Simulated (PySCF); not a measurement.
Isomers of C5H10GeSi. Method: PySCF, TDDFT B3LYP/def2-SVPD, vertical, gas phase, core orbitals frozen in the response. Geometries: PBE0-D3(BJ)/def2-SVP; one conformer of each isolated species. Triplets are in the Tamm–Dancoff approximation. Relativistic effects are left out although some hold elements past zinc.

Question: Rank by computed HOMO–LUMO gap, lowest first.
A. `C1(C[SiH3])C=[CH][GeH2][CH]=1`
B. `C=C[SiH2]C#[C][GeH2][CH3]`
C. `[C](#C[SiH3])[GeH2][C](C)=C`
D. `C#C/C=[CH]/[GeH2][CH2][SiH3]`
E. `[GeH3][C@@H](C#C)[SiH2]C=C`
F. `C=CC[SiH2]C#[C][GeH3]`

Answer: A (4.80 eV), D (5.44 eV), E (6.08 eV), F (6.30 eV), C (6.72 eV), B (6.85 eV).

```csv
SMILES,gap (eV),HOMO (eV),first f ≥ 0.01 (nm),LUMO (eV),f (S1),S1 mainly
[SiH3]CC1=[CH][GeH2][CH]=C1,4.80,-6.37,289,-1.57,0.043,H→L (97%)
C#C/C=[CH]/[GeH2][CH2][SiH3],5.44,-6.97,238,-1.53,0.000,H-1→L (98%)
C#C[C@H]([GeH3])[SiH2]C=C,6.08,-7.00,228,-0.92,0.043,H→L (96%)
C=CC[SiH2]C#[C][GeH3],6.30,-6.98,223,-0.68,0.007,H→L+1 (42%)
C=[C](C)[GeH2][C]#C[SiH3],6.72,-7.48,205,-0.76,0.000,H-1→L+1 (44%)
C=C[SiH2]C#[C][GeH2][CH3],6.85,-7.60,192,-0.75,0.000,H→L+1 (49%)
```

H and L stand for HOMO and LUMO.

- `[SiH3]CC1=[CH][GeH2][CH]=C1`: Löwdin shares by element: HOMO carbon 81% or more (atoms not listed hold the other 19%); LUMO carbon 71% or more (atoms not listed hold the other 29%).
- `C#C/C=[CH]/[GeH2][CH2][SiH3]`: Löwdin shares by element: HOMO carbon 86% or more; LUMO carbon 78% or more (atoms not listed hold the other 22%).
- `C#C[C@H]([GeH3])[SiH2]C=C`: Löwdin shares by element: HOMO carbon 75% or more, germanium 6% (atoms not listed hold the other 19%); LUMO carbon 67% or more, silicon 9%, hydrogen 5% or more (atoms not listed hold the other 20%).
- `C=CC[SiH2]C#[C][GeH3]`: Löwdin shares by element: HOMO carbon 74% or more, silicon 7% (atoms not listed hold the other 19%); LUMO carbon 50% or more, silicon 14%, germanium 12% (atoms not listed hold the other 24%).
- `C=[C](C)[GeH2][C]#C[SiH3]`: Löwdin shares by element: HOMO carbon 79% or more (atoms not listed hold the other 21%); LUMO carbon 61% or more (atoms not listed hold the other 39%).
- `C=C[SiH2]C#[C][GeH2][CH3]`: Löwdin shares by element: HOMO carbon 62% or more, silicon 9% (atoms not listed hold the other 29%); LUMO carbon 58% or more, silicon 11% (atoms not listed hold the other 31%).
